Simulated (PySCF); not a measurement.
Work out the structure from these simulated measurements.

Formula: C9H10.

- 1H NMR: chemical shifts (computed TMS as zero) by class: 7.15 (1 H), 7.07 (1 H), 7.01 (1 H), 3.14 (2 H), 3.12 (2 H), 2.36 (3 H) ppm [GIAO PBE0/pcSseg-1]
- UV, strongest line: among the 10 lowest singlet transitions: S7/S8 at 6.68 eV (186 nm, f = 0.748 summed over these states) [TDDFT B3LYP/def2-SVPD]
- Triplet: lowest triplet excitation (Tamm–Dancoff): 4.02 eV [TDA B3LYP/def2-SVPD]
- Polarisability: 104.4 au [B3LYP/def2-SVPD]
- 13C NMR: chemical shifts (computed TMS as zero) by class: 150.1 (1 C), 146.9 (1 C), 141.7 (1 C), 133.3 (1 C), 128.3 (1 C), 127.6 (1 C), 30.7 (1 C), 30.5 (1 C), 24.0 (1 C) ppm [GIAO PBE0/pcSseg-1]
- UV, first state: lowest singlet excitation: 5.07 eV (245 nm, f = 0.042) [TDDFT B3LYP/def2-SVPD]
- Valence photoelectron: vertical ionisation energy: 8.30 eV [ΔSCF B3LYP/def2-SVPD]
- Dipole: 0.26 D [B3LYP/def2-SVPD]
- Rotational structure: rotational constants A, B, C: 3.930, 1.277, 0.982 GHz [PBE0-D3(BJ)/def2-SVP]

Electronic properties: PySCF, gas phase, density fitting. Levels stand in brackets. Geometry: PBE0-D3(BJ)/def2-SVP; no solvent, vibrations or thermal averaging. NMR classes are plain means over equivalent atoms (diastereotopic ones count apart unless rotation or inversion swaps them), as if these changed places fast.

Question: What is the compound? Reason from the data.

Answer: Numbering: `[CH3:1][c:2]1[cH:3][cH:4][c:5]2[c:6]([cH:7]1)[CH2:8][CH2:9]2`. Its formula, C9H10, gives 5 degrees of unsaturation: 2 rings and 3 π bonds in the structure found (Kekulé form). 9 carbons fall into 9 classes; from least to most shielded: substituted aromatic carbon [C6] (150.1 ppm), substituted aromatic carbon [C5] (146.9 ppm), substituted aromatic carbon [C2] (141.7 ppm), aromatic CH carbon [C3] (133.3 ppm), aromatic CH carbon [C7] (128.3 ppm), aromatic CH carbon [C4] (127.6 ppm), benzylic-type carbon [C8] (30.7 ppm), benzylic-type carbon [C9] (30.5 ppm), benzylic-type carbon [C1] (24.0 ppm). Hydrogen classes from least to most shielded: 1 H on an aromatic CH carbon, C3 (7.15 ppm), 1 H on an aromatic CH carbon, C4 (7.07 ppm), 1 H on an aromatic CH carbon, C7 (7.01 ppm), 2 H on a benzylic-type carbon, C8 (3.14 ppm), 2 H on a benzylic-type carbon, C9 (3.12 ppm), 3 H on a benzylic-type carbon, C1 (2.36 ppm). S1 is mainly HOMO→LUMO (weight 0.73); the largest Löwdin shares of the orbital it empties are 0.20 on each of 2 atoms of one kind (substituted aromatic carbon), 0.15 on an aromatic CH carbon and 0.12 on a substituted aromatic carbon, of the orbital it fills 0.21 on an aromatic CH carbon, 0.20 on an aromatic CH carbon, 0.10 on an aromatic CH carbon and 0.10 on a substituted aromatic carbon. By its constants the optimised geometry is an asymmetric top. Structure: `Cc1ccc2c(c1)CC2`. Computed isomers that give other values at the same levels: `C=C(C)/C=C/C1=CC1=C` (smallest rotational constant: 0.633 GHz; this holds for the one conformer computed); `C#CC#CCC(=C)CC` (lowest singlet excitation: 4.61 eV (269 nm, f = 0.000)); `C=CC1=CC=CCC=C1` (rotational constant A: 3.388 GHz; this holds for the one conformer computed). The assignments are read from this structure; whether some other isomer fits the data as well wasn't checked.
